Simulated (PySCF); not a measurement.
Work out the structure from these simulated measurements.

Formula: C6H9NSSi.

* Dipole: 1.11 D [PBE0/def2-SVPD]
* Triplet: lowest triplet excitation (Tamm–Dancoff): 1.62 eV [TDA PBE0/def2-SVPD]
* UV, first state: lowest singlet excitation: 2.16 eV (575 nm, f = 0.000) [TDDFT PBE0/def2-SVPD]
* Valence photoelectron: vertical ionisation energy: 8.29 eV [ΔSCF PBE0/def2-SVPD]
* Polarisability: 124.6 au [PBE0/def2-SVPD]
* 1H NMR: chemical shifts (computed TMS as zero) by class: 6.75 (2 H), 6.55 (2 H), 4.96 (2 H), 3.20 (3 H) ppm [GIAO KT2/pcSseg-1]
* Rotational structure: rotational constants A, B, C: 3.058, 0.609, 0.577 GHz [PBE0-D3(BJ)/def2-SVP]
* NMR, other nuclei: isotropic shieldings of nuclei other than C and H, by class: 82 (1 N), 425 (1 Si), -629 (1 S) ppm [GIAO KT2/pcSseg-1]
* 13C NMR: chemical shifts (computed TMS as zero) by class: 296.6 (1 C), 118.9 (2 C), 109.7 (2 C), 51.0 (1 C) ppm [GIAO KT2/pcSseg-1]

Electronic properties: PySCF, gas phase, density fitting. Levels stand in brackets. Geometry: PBE0-D3(BJ)/def2-SVP, one conformer, isolated molecule. NMR values are class means; diastereotopic atoms form classes of their own.

Problem. What is the compound? Reason from the data.

Solution. Numbering: `[CH3:1][C:2](=[S:3])[SiH2:4][n:5]1[cH:6][cH:7][cH:8][cH:9]1`. Its formula, C6H9NSSi, gives 4 degrees of unsaturation: 1 ring and 3 π bonds in the structure found (Kekulé form). 6 carbons fall into 4 classes; from least to most shielded: thiocarbonyl carbon [C2] (296.6 ppm), aromatic CH next to a ring nitrogen [C6/C9] (118.9 ppm, 2 C), aromatic CH carbon [C7/C8] (109.7 ppm, 2 C), methyl carbon [C1] (51.0 ppm). Hydrogen classes from least to most shielded: 2 H on 2 like atoms (aromatic CH next to a ring nitrogen), C6/C9 (6.75 ppm), 2 H on 2 aromatic CH carbons, C7/C8 (6.55 ppm), 2 H on an SiH2 silicon, Si4 (4.96 ppm), 3 H on a methyl carbon, C1 (3.20 ppm, a mean of values up to 0.6 ppm apart in this geometry). The other shieldings belong to: 82 ppm, pyrrole-type nitrogen [N5]; 425 ppm, SiH2 silicon [Si4]; -629 ppm, thiocarbonyl sulfur [S3]. S1 is mainly HOMO−1→LUMO (weight 0.97); the largest Löwdin shares of the orbital it empties are 0.62 on the thiocarbonyl sulfur, 0.15 on the thiocarbonyl carbon, 0.06 on the SiH2 silicon and 0.04 on the pyrrole-type nitrogen, of the orbital it fills 0.41 on the thiocarbonyl sulfur, 0.39 on the thiocarbonyl carbon, 0.06 on the methyl carbon and 0.06 on the SiH2 silicon. The first electron is taken from the HOMO, whose largest Löwdin shares are 0.27 on each of 2 atoms of one kind (aromatic CH next to a ring nitrogen) and 0.14 on each of 2 atoms of one kind (aromatic CH carbon). By its constants the optimised geometry is an asymmetric top. Structure: `[SiH2](C(C)=S)n1cccc1`. The assignments are read from this structure; whether some other isomer fits the data as well wasn't checked.

Conformer computed: `[CH3:1][C:2](=[S:3])[SiH2:4][n:5]1[cH:6][cH:7][cH:8][cH:9]1`: C1–C2–Si4–N5 -1°, C2–Si4–N5–C6 -83°.
